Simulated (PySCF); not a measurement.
PySCF input file for BeH3IOSi, SMILES [SiH3][O][Be][I], PBE-D3(BJ)/def2-SVP. Geometry optimised at PBE-D3(BJ)/def2-SVP. The def2 effective core potentials stand for the cores of I; spin–orbit coupling is left out. The values are those of a single conformer.

```python
import numpy as np
from pyscf import gto, scf, dft, df
from pyscf.hessian import thermo

mol = gto.M(
    atom='''
    Be    0.00000000   -0.00000000   -0.61198377
    I    -0.00000000   -0.00000000    1.56841752
    O     0.00000000    0.00000000   -2.03068660
    Si   -0.00000000    0.00000000   -3.70134324
    H    -1.22655899    0.70815416   -4.20463184
    H    -0.00000001   -1.41630832   -4.20463184
    H     1.22655898    0.70815414   -4.20463184
    ''',
    basis='def2-SVP',
    ecp={'I': 'def2-svp'},
    charge=0,
    spin=0,
    max_memory=1600,
    verbose=3,
)
mf = dft.RKS(mol, xc='pbe').density_fit(auxbasis='def2-universal-jkfit')
mf.disp = 'd3bj'
mf.grids.level = 3
mf.conv_tol = 1e-11
mf.max_cycle = 100
mf.kernel()

# analytic Hessian; the response equations are solved on a coarser grid
h, args, fine = mf.Hessian(), (mf.mo_energy, mf.mo_coeff, mf.mo_occ), mf.grids
h.max_memory = max(150, 2.5e-5 * df.make_auxmol(mol, mf.with_df.auxbasis).nao * mol.nelec[0] * (mol.nelec[0] + mol.nao))  # MB; small integral blocks
h1ao = h.make_h1(mf.mo_coeff, mf.mo_occ)
mf.grids = dft.Grids(mol).set(level=1).build(with_non0tab=True)
mo1, mo_e1 = h.solve_mo1(*args, h1ao)
mf.grids = fine
hess = h.hess_elec(*args, mo1, mo_e1, h1ao) + h.hess_nuc()
if mf.do_disp():
    hess += h.get_dispersion()
for i in range(mol.natm):  # the analytic DFT Hessian lacks the response of the grid: restore translational invariance
    hess[i, i] -= hess[i].sum(axis=0)
hess = (hess + hess.transpose(1, 0, 3, 2)) / 2
vib = thermo.harmonic_analysis(mol, hess, imaginary_freq=False)
thermo.dump_normal_mode(mol, vib)
th = thermo.thermo(mf, vib['freq_au'][vib['freq_au'] > 0], 298.15, 101325)
thermo.dump_thermo(mol, th)
g0 = mf.nuc_grad_method().set(verbose=0).kernel()

# dipole derivatives [dipole axis, atom, xyz] from the same response
r, irp = mol.intor('int1e_r'), mol.intor('int1e_irp').reshape(3, 3, mol.nao, mol.nao)
sl, dm0, ok = mol.aoslice_by_atom(), np.array(mf.make_rdm1()), []
dmu = np.einsum('a,xt->xat', mol.atom_charges(), np.eye(3))
for a, (_, _, p0, p1) in enumerate(sl):
    dmu[:, a] += 2 * np.einsum('xtij,ij->xt', irp[:, :, :, p0:p1], dm0.reshape(-1, mol.nao, mol.nao).sum(0)[:, p0:p1])
    for u, c, occ, f in [(mo1, mf.mo_coeff, mf.mo_occ, 4)]:
        dmu[:, a] -= f * np.einsum('tui,xuv,vi->xt', u[a], r, c[:, occ > 0], optimize=True)
L = vib['norm_mode']
ir = 974.8801 * (np.einsum('xat,kat->kx', dmu, L) ** 2).sum(1)       # km/mol
apt = np.einsum('xax->a', dmu) / 3

# polarisability derivatives from nuclear gradients in small electric fields
h0, F = mf.get_hcore(), 0.005
def in_field(f, guess):
    m = mf.copy()
    m.verbose, m.conv_tol, m.conv_tol_grad = 0, 1e-11, 2e-7
    m.get_hcore = lambda *a: h0 + np.einsum('x,xij->ij', f, r)
    m.kernel(guess)
    ok.append(m.converged)
    dm = np.array(m.make_rdm1())
    g = m.nuc_grad_method().kernel() - np.outer(mol.atom_charges(), f)
    for a, (_, _, p0, p1) in enumerate(sl):
        g[a] -= 2 * np.einsum('x,xtij,ij->t', f, irp[:, :, :, p0:p1], dm[:, p0:p1])
    return g, -np.einsum('xij,ij->x', r, dm), dm
E = np.eye(3) * F
g0, _, dm0 = in_field(np.zeros(3), dm0)
gp = [in_field(e, dm0) for e in E]
gm = [in_field(-e, 2 * dm0 - p[2]) for e, p in zip(E, gp)]
alpha = np.array([(p[1] - q[1]) / (2 * F) for p, q in zip(gp, gm)])  # bohr^3
check = abs(np.array([-(p[0] - q[0]) / (2 * F) for p, q in zip(gp, gm)]) - dmu).max()
print('static polarisability / bohr^3:', alpha.round(3))
print('largest difference of analytic and finite-field dipole derivatives / e:', check)
da = np.zeros((3, 3, mol.natm, 3))
for x in range(3):
    da[x, x] = -(gp[x][0] + gm[x][0] - 2 * g0) / F**2
for x, y in ((0, 1), (0, 2), (1, 2)):
    up, down = in_field(E[x] + E[y], gp[x][2] + gp[y][2] - dm0), in_field(-E[x] - E[y], gm[x][2] + gm[y][2] - dm0)
    both = -(up[0] + down[0] - 2 * g0) / F**2
    da[x, y] = da[y, x] = (both - da[x, x] - da[y, y]) / 2
aq = np.einsum('xyat,kat->kxy', da, L) * 0.529177210903**2           # A^2/amu^1/2
a = np.einsum('kxx->k', aq) / 3
g2 = 1.5 * (aq**2).sum((1, 2)) - 4.5 * a**2
raman, depol = 45 * a**2 + 7 * g2, 3 * g2 / (45 * a**2 + 4 * g2 + 1e-12)
print('mode   freq/cm-1   IR/(km/mol)   Raman/(A^4/amu)   depolarisation')
for k, w in enumerate(vib['freq_wavenumber']):
    print(f'{k + 1:4d} {w:11.2f} {ir[k]:13.3f} {raman[k]:17.3f} {depol[k]:16.3f}')
print('max |gradient| / (hartree/bohr):', abs(g0).max())
print('APT charges:', apt.round(4))
```

Log of the run:

```
converged SCF energy = -678.674765377005

WARN: DFTD3 does not support analytical Hessian, using finite difference


WARN: Mole.unit (angstrom) is changed to Bohr

Mode                                 0                   1                   2
Irrep
Freq [cm^-1]                       51.7434             51.7911            247.6474
Reduced mass [au]                   5.3494              5.3496             12.1102
Force const [Dyne/A]                0.0084              0.0085              0.4376
Char temp [K]                      74.4473             74.5158            356.3095
Normal mode                   x     y     z       x     y     z       x     y     z
       0  Be                 0.13  0.00 -0.00   -0.00  0.13 -0.00    0.00  0.00  0.06
       1   I                -0.01 -0.00  0.00    0.00 -0.01  0.00   -0.00 -0.00 -0.05
       2   O                 0.18  0.00 -0.00   -0.00  0.18 -0.00   -0.00  0.00  0.10
       3  Si                -0.07 -0.00 -0.00    0.00 -0.07 -0.00   -0.00 -0.00  0.13
       4   H                -0.15 -0.00  0.18    0.00 -0.15 -0.11   -0.00  0.00  0.13
       5   H                -0.15 -0.00  0.00    0.00 -0.15  0.21    0.00 -0.00  0.13
       6   H                -0.15 -0.00 -0.18    0.00 -0.15 -0.10    0.00  0.00  0.13
Mode                                 3                   4                   5
Irrep
Freq [cm^-1]                      274.9154            274.9168            705.8259
Reduced mass [au]                   8.6500              8.6500              1.1853
Force const [Dyne/A]                0.3852              0.3852              0.3479
Char temp [K]                     395.5420            395.5441           1015.5263
Normal mode                   x     y     z       x     y     z       x     y     z
       0  Be                 0.29  0.00 -0.00   -0.00  0.29 -0.00    0.00  0.00 -0.00
       1   I                -0.01 -0.00  0.00    0.00 -0.01  0.00   -0.00 -0.00  0.00
       2   O                -0.11 -0.00 -0.00    0.00 -0.11 -0.00   -0.00 -0.07 -0.00
       3  Si                -0.00 -0.00 -0.00    0.00 -0.00 -0.00    0.00  0.06  0.00
       4   H                 0.03  0.00 -0.08    0.00  0.04  0.05    0.01 -0.17 -0.33
       5   H                 0.04  0.00 -0.00   -0.00  0.03 -0.09   -0.00 -0.19  0.70
       6   H                 0.03 -0.00  0.08   -0.00  0.04  0.05   -0.02 -0.17 -0.37
Mode                                 6                   7                   8
Irrep
Freq [cm^-1]                      705.8390            826.6344            916.6884
Reduced mass [au]                   1.1853              7.4310              1.0493
Force const [Dyne/A]                0.3479              2.9918              0.5195
Char temp [K]                    1015.5451           1189.3428           1318.9106
Normal mode                   x     y     z       x     y     z       x     y     z
       0  Be                 0.00 -0.00  0.00    0.00  0.00  0.19   -0.00 -0.00  0.00
       1   I                -0.00  0.00 -0.00    0.00  0.00 -0.01    0.00  0.00 -0.00
       2   O                -0.07  0.00  0.00    0.00 -0.00  0.15    0.00  0.00 -0.00
       3  Si                 0.06 -0.00  0.00   -0.00  0.00 -0.09   -0.00 -0.04  0.00
       4   H                -0.19  0.02  0.62    0.02 -0.01 -0.15    0.38  0.57 -0.09
       5   H                -0.16  0.01 -0.02   -0.00  0.02 -0.15    0.04 -0.09  0.20
       6   H                -0.18 -0.01 -0.60   -0.02 -0.01 -0.15   -0.36  0.53 -0.11
Mode                                 9                  10                  11
Irrep
Freq [cm^-1]                      916.6922            953.0569           1407.4126
Reduced mass [au]                   1.0493              1.1567             10.0368
Force const [Dyne/A]                0.5195              0.6190             11.7136
Char temp [K]                    1318.9160           1371.2366           2024.9533
Normal mode                   x     y     z       x     y     z       x     y     z
       0  Be                -0.00  0.00  0.00    0.00 -0.00  0.00   -0.00  0.00 -0.26
       1   I                 0.00 -0.00 -0.00   -0.00 -0.00 -0.00    0.00 -0.00  0.00
       2   O                 0.00 -0.00  0.00   -0.00  0.00  0.02    0.00 -0.00  0.16
       3  Si                -0.04  0.00 -0.00    0.00 -0.00 -0.07   -0.00  0.00 -0.02
       4   H                 0.11  0.34  0.18   -0.17  0.10  0.50    0.02 -0.01 -0.05
       5   H                 0.76  0.00 -0.01   -0.00 -0.19  0.50    0.00  0.03 -0.05
       6   H                 0.14 -0.40 -0.17    0.17  0.10  0.50   -0.02 -0.01 -0.05
Mode                                12                  13                  14
Irrep
Freq [cm^-1]                     2171.2496           2176.0541           2176.0555
Reduced mass [au]                   1.0188              1.0523              1.0523
Force const [Dyne/A]                2.8299              2.9357              2.9357
Char temp [K]                    3123.9447           3130.8573           3130.8594
Normal mode                   x     y     z       x     y     z       x     y     z
       0  Be                 0.00  0.00 -0.01   -0.00 -0.00 -0.00   -0.00  0.00  0.00
       1   I                -0.00 -0.00  0.00    0.00  0.00  0.00    0.00 -0.00 -0.00
       2   O                -0.00 -0.00  0.00    0.00  0.00  0.00    0.00 -0.00 -0.00
       3  Si                 0.00  0.00  0.02   -0.04 -0.00  0.00   -0.00  0.04 -0.00
       4   H                -0.47  0.27 -0.19    0.51 -0.31  0.21    0.40 -0.21  0.16
       5   H                 0.00 -0.54 -0.19   -0.02  0.09  0.03   -0.00 -0.74 -0.26
       6   H                 0.47  0.27 -0.19    0.60  0.35 -0.24   -0.26 -0.13  0.10
temperature 298.1500 [K]
pressure 101325.00 [Pa]
Rotational constants [GHz] 83.31435 0.62237 0.62237
Symmetry number 3
Zero-point energy (ZPE) 0.03157 [Eh]   82880.410 [J/mol]
                           tot       elec      trans        rot        vib
Entropy [J/mol/K]       341.380      0.000    173.719    102.585     65.076
Cv [J/mol/K]             78.968      0.000     12.472     12.472     54.024
Cp [J/mol/K]             87.282      0.000     20.786     12.472     54.024
Internal energy [J/mol]                      3718.434   3718.434  92075.668
Internal energy [Eh]   -678.63686  -678.67477
Enthalpy [J/mol]                             6197.391   3718.434  92075.668
Enthalpy [Eh]          -678.63592
Gibbs free energy [J/mol]                  -45596.809 -26867.253  72673.120
Gibbs free energy [Eh] -678.67469
static polarisability / bohr^3: [[ 5.2444e+01 -0.0000e+00  0.0000e+00]
 [-0.0000e+00  5.2444e+01  1.0000e-03]
 [ 0.0000e+00 -0.0000e+00  9.9179e+01]]
largest difference of analytic and finite-field dipole derivatives / e: 0.0033781159819210593
mode   freq/cm-1   IR/(km/mol)   Raman/(A^4/amu)   depolarisation
   1       51.74         0.124             0.672            0.750
   2       51.79         0.124             0.672            0.750
   3      247.65         6.542             7.728            0.219
   4      274.92        28.681             1.008            0.750
   5      274.92        28.682             1.007            0.750
   6      705.83        51.372            10.935            0.750
   7      705.84        51.376            10.944            0.750
   8      826.63        12.176             3.587            0.533
   9      916.69        67.542            29.166            0.750
  10      916.69        67.538            29.160            0.750
  11      953.06       487.099            29.628            0.717
  12     1407.41       966.816            11.116            0.196
  13     2171.25        85.690           274.072            0.002
  14     2176.05       133.909           104.139            0.750
  15     2176.06       133.909           104.199            0.750
max |gradient| / (hartree/bohr): 5.261527256520033e-05
APT charges: [ 1.0095 -0.3883 -1.3513  1.5805 -0.2835 -0.2835 -0.2835]
```

The run converged.

Cost: very roughly 2.1 core-minutes.
